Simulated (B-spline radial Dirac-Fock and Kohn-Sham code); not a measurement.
# Kr³⁰⁺: scattering cross sections and density moments

System: Kr³⁰⁺, configuration [He] 2s2 2p2.

The run's input, task.json:

```json
{"items": [{
  "Z": 36,
  "q": 30,
  "cfg": [[1, 0, 2], [2, 0, 2], [2, 1, 2]],
  "A": 84,
  "rrms": 4.1884,
  "do": ["scatter"],
  "s": [0.0, 0.07, 0.09, 0.11, 0.14, 0.18, 0.22, 0.28, 0.34, 0.43, 0.54, 0.67, 0.84, 1.04, 1.3, 1.63, 2.03, 2.53, 3.16, 3.95, 4.93, 6.15, 7.68],
  "pz": [0, 0.1, 0.2, 0.3, 0.4, 0.5, 0.6, 0.8, 1.0, 1.2, 1.4, 1.6, 1.8, 2.0, 2.5, 3.0, 4.0, 5.0, 7.0, 10.0, 15.0, 20.0, 30.0, 40.0, 60.0, 100.0],
  "hv_scatter": [2000, 5000, 10000, 20000, 50000, 100000, 200000, 1000000]
}]}
```

Command: `python xray_run.py task.json out`

The computed values come from a B-spline atomic structure program: Dirac-Fock orbitals of the configuration average with a finite nucleus.

- Sum of ⟨r⟩: 0.7251 bohr
- Sum of ⟨r²⟩: 0.1279 bohr²
- Sum of ⟨1/r⟩: 108.31 per bohr
- Langevin diamagnetic susceptibility: -0.101 × 10⁻⁶ cm³/mol
- Lamb shielding (α²/3)Σ⟨1/r⟩: 1922 ppm

Coherent scattering is the Thomson cross section weighted by f₀², without anomalous dispersion; incoherent scattering is Klein-Nishina weighted by S. The Lamb formula is the non-relativistic shielding expression. Electron correlation is left out. A dash stands where the photon energy is too low for the impulse approximation behind that column.

```
hν (keV)  coherent (b)  incoherent (b)  incoherent per electron (b)
       2         23.85               –                            –
       5         23.35               –                            –
      10         21.70               –                            –
      20         16.83          0.8099                        0.135
      50         6.777           1.850                        0.308
     100         2.675           2.215                        0.369
     200        0.8714           2.165                        0.361
    1000       0.04185           1.252                        0.209
```

Incoherent scattering overtakes coherent scattering between 100 and 200 keV.
